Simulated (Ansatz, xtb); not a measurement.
## Relative energy of two isomers of BrGeH5OSi

Structure I: `[OH][Ge@@H]([SiH3])[Br]`, a singlet. Structure II: `[OH][GeH2][SiH2]Br`, a singlet. Both are isolated molecules in the gas phase, relaxed with r2SCAN-D4/def2-SVP; the shapes shown needn't be the lowest conformers.

I (Å):

| atom | x (Å) | y (Å) | z (Å) |
| --- | --- | --- | --- |
| Br | -1.7094 | 0.9900 | 0.4689 |
| Ge | -0.7573 | -0.6343 | -0.9180 |
| O | -1.9719 | -1.1692 | -2.1038 |
| Si | 1.1083 | 0.4555 | -1.9300 |
| H | -2.2665 | -0.4509 | -2.6807 |
| H | -0.5194 | -1.8850 | -0.0663 |
| H | 0.5771 | 1.6033 | -2.7227 |
| H | 1.8363 | -0.4840 | -2.8344 |
| H | 2.0246 | 0.9516 | -0.8629 |

II (Å):

```xyz
9

Br   -1.3192   -0.2410    2.3777
Ge    1.2779    1.7730    0.8328
O    -0.1697    2.8144    0.6926
Si    0.4351   -0.4567    0.9780
H    -0.8641    2.5139    1.2977
H     2.0944    2.0678   -0.4310
H     2.0904    2.1256    2.0964
H     1.3711   -1.4579    1.5676
H    -0.0896   -0.9736   -0.3185
```

Quicker runs give these differences E(II) − E(I): GFN2-xTB +0.391 eV; HF/STO-3G +0.071 eV (at GFN2-xTB geometries); r2SCAN-D4/def2-SVP//GFN2-xTB +0.152 eV.

**Question.** Estimate E(II) − E(I) at the level CCSD(T)/def2-SVP + ΔMP2/def2-TZVPP.

**Answer.** Too close to call at this level: CCSD(T)/def2-SVP + ΔMP2/def2-TZVPP gives E(II) − E(I) = +0.085 eV.

The same difference at several levels:

```json
{"level": "GFN2-xTB", "geometry": "GFN2-xTB", "E(II) − E(I) (eV)": "+0.391", "departure from the last row (eV)": "+0.306", "job, with rough time for the two": "optimisation, 1.5 s"}
{"level": "HF/STO-3G", "geometry": "GFN2-xTB", "E(II) − E(I) (eV)": "+0.071", "departure from the last row (eV)": "−0.014", "job, with rough time for the two": "single point, 5.3 s"}
{"level": "r2SCAN-D4/def2-SVP//GFN2-xTB", "geometry": "GFN2-xTB", "E(II) − E(I) (eV)": "+0.152", "departure from the last row (eV)": "+0.067", "job, with rough time for the two": "single point, 14 s"}
{"level": "r2SCAN-D4/def2-SVP", "geometry": "r2SCAN-D4/def2-SVP", "E(II) − E(I) (eV)": "+0.113", "departure from the last row (eV)": "+0.028", "job, with rough time for the two": "optimisation, 4.3 min"}
{"level": "HF/def2-SVP", "geometry": "r2SCAN-D4/def2-SVP", "E(II) − E(I) (eV)": "+0.127", "departure from the last row (eV)": "+0.041", "job, with rough time for the two": "part of the CCSD(T) run"}
{"level": "MP2/def2-SVP", "geometry": "r2SCAN-D4/def2-SVP", "E(II) − E(I) (eV)": "+0.116", "departure from the last row (eV)": "+0.030", "job, with rough time for the two": "part of the CCSD(T) run"}
{"level": "CCSD(T)/def2-SVP", "geometry": "r2SCAN-D4/def2-SVP", "E(II) − E(I) (eV)": "+0.120", "departure from the last row (eV)": "+0.035", "job, with rough time for the two": "single point"}
{"level": "CCSD(T)/def2-SVP + ΔMP2/def2-TZVPP", "geometry": "r2SCAN-D4/def2-SVP", "E(II) − E(I) (eV)": "+0.085", "departure from the last row (eV)": "", "job, with rough time for the two": "single point, 2.6 min"}
```

As drawn, II has 1 Br–Si, 1 Ge–H in place of 1 Br–Ge, 1 Si–H.

The largest departure from CCSD(T)/def2-SVP + ΔMP2/def2-TZVPP is that of GFN2-xTB, 0.306 eV. The last row adds to CCSD(T) the change of the MP2 difference between the two basis sets, here −0.035 eV.

With thermal terms from frequencies at re-optimised GFN2-xTB minima (ideal gas, soft modes damped towards free rotors, one conformer each, 298.15 K, 1 atm): the zero-point term adds +0.023 eV; ΔH is +0.092 and ΔG +0.124 eV.

The correlated steps freeze 24 core orbitals; the filled d shell of Br and Ge is correlated, in a basis made for valence electrons. Mirror images aren't counted in ΔG. Codes used: Ansatz 0.2.0, xtb 6.7.1; the last row on 2 threads of Intel(R) Xeon(R) Processor @ 2.50GHz (Skylake/Cascade Lake) on a shared host.
